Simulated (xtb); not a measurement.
B(Cl)(GeH3)(OMe) (CH6BClGeO), SMILES CO[B](Cl)[GeH3]. All values are semi-empirical tight-binding results from xtb (GFN2-xTB unless named), good for trends rather than for accurate numbers. The structure is a stationary point at GFN2-xTB. Other conformers were not sampled.

For metal compounds this method's bond lengths and energies can be far off.

### Question
Estimate the properties. (Estimate from the structure and the level; the computed values follow.)

### Answer

```json
{
 "orbital_gap": "4.36 eV",
 "zero_point_energy": "42.9 kcal/mol",
 "G − E(el) at 298.15 K (modified RRHO)": "21.7 kcal/mol"
}
```
